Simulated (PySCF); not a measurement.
**Field gradients at the hydrogen positions**

Compound: C₆H₇F₃O₂S.
Numbering: `[O:1]=[S:2]1(=[O:3])[CH2:4][CH2:5][CH2:6][C@H:7]1[C:8]([F:9])=[C:10]([F:11])[F:12]` (hydrogens: H13, H14 on C4; H15, H16 on C5; H17, H18 on C6; H19 on C7)

Geometry (GFN2-xTB, Å), atoms numbered from 1 in this order:
```xyz
19
C6H7F3O2S angstrom
O     -0.0750    0.8696   -2.1197
S     -0.5309    1.1674   -0.7949
O     -0.7132    2.5448   -0.4421
C     -2.0311    0.2101   -0.3689
C     -1.4850   -0.9446    0.4394
C     -0.3611   -0.3999    1.3311
C      0.6175    0.3704    0.4608
C      1.6142   -0.4566   -0.2505
F      1.2439   -1.7094   -0.5804
C      2.8092   -0.0294   -0.6504
F      3.2775    1.1742   -0.3493
F      3.7004   -0.7303   -1.3272
H     -2.6613    0.8777    0.2108
H     -2.5188   -0.0855   -1.2906
H     -1.0894   -1.7084   -0.2302
H     -2.2604   -1.4025    1.0545
H     -0.7850    0.2817    2.0702
H      0.1339   -1.2170    1.8578
H      1.1049    1.1970    0.9721
```

Level: PBE0/pcSseg-1 (PySCF, non-relativistic); Q(2H) = 0.00286 b; rigid geometry, the same for H and D, with no vibrational averaging.

Task: Tabulate Vzz, the asymmetry η and χzz = 234.96 MHz × Q × Vzz for every hydrogen position.

Result: 
| atom | bonded to | bond length (Å) | Vzz (au) | η | χzz (kHz) |
| --- | --- | --- | --- | --- | --- |
| H13 | C4 | 1.086 | 0.3080 | 0.01 | 207 |
| H14 | C4 | 1.084 | 0.3137 | 0.02 | 211 |
| H15 | C5 | 1.090 | 0.2973 | 0.01 | 200 |
| H16 | C5 | 1.091 | 0.3060 | 0.02 | 206 |
| H17 | C6 | 1.091 | 0.3005 | 0.02 | 202 |
| H18 | C6 | 1.091 | 0.3030 | 0.03 | 204 |
| H19 | C7 | 1.087 | 0.3015 | 0.04 | 203 |

One conformer (not necessarily the lowest) at the GFN2-xTB geometry, without solvent, vibrations or thermal averaging. GFN2-xTB bond lengths can be off by several hundredths of an ångström, more for odd bonds, and the gradients follow them. The basis is small and wasn't made for field gradients, so the couplings can be 20 % off.
